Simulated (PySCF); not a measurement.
Correlation energy of Ne²⁺ (neon, charge +2)

[He] 2s2 2p4, high-spin 3P determinant. Computed with PySCF 2.14 in def2-TZVPPD (6s4p3d1f, 40 functions), with no relativity, point nucleus. Frozen: nothing; 8 electrons correlated.

| level | correlation energy (mhartree) |
| --- | --- |
| CCSD | -174.16 |
| (T) | -1.47 |
| CCSD(T) | -175.63 |

Diagnostics: T1 = 0.0025, D1 = 0.0060, largest double amplitude 0.024.

Cost of the coupled-cluster step: of the order of 1.3 core-seconds, for 8 correlated electrons.

Iterations:

```
CC2 = 0
CCSD nocc = (np.int64(5), np.int64(3)), nmo = (40, 40)
frozen orbitals [[], []]
max_cycle = 100
direct = 0
conv_tol = 1e-08
conv_tol_normt = 1e-06
diis_space = 8
diis_start_cycle = 0
Init t2, MP2 energy = -0.159157416149405
Init E_corr(UCCSD) = -0.159157416159037
cycle = 1  E_corr(UCCSD) = -0.171655837948803  dE = -0.0124984218  norm(t1,t2) = 0.0169111
cycle = 2  E_corr(UCCSD) = -0.173534496254977  dE = -0.00187865831  norm(t1,t2) = 0.0048835
cycle = 3  E_corr(UCCSD) = -0.174189566630522  dE = -0.000655070376  norm(t1,t2) = 0.00184827
cycle = 4  E_corr(UCCSD) = -0.174154279627749  dE = 3.52870028e-05  norm(t1,t2) = 0.000351011
cycle = 5  E_corr(UCCSD) = -0.174160105244063  dE = -5.82561631e-06  norm(t1,t2) = 5.78898e-05
cycle = 6  E_corr(UCCSD) = -0.174160699236363  dE = -5.939923e-07  norm(t1,t2) = 1.18264e-05
cycle = 7  E_corr(UCCSD) = -0.174160470414524  dE = 2.28821839e-07  norm(t1,t2) = 2.56097e-06
cycle = 8  E_corr(UCCSD) = -0.174160480510256  dE = -1.00957321e-08  norm(t1,t2) = 4.34817e-07
cycle = 9  E_corr(UCCSD) = -0.174160482881942  dE = -2.37168646e-09  norm(t1,t2) = 7.14897e-08
UCCSD converged
E(UCCSD) = -126.5490834752869  E_corr = -0.1741604828819422
UCCSD(T) correction = -0.00146638043616511
```

This basis was not built for core-valence correlation, so the inner-shell part is incomplete.
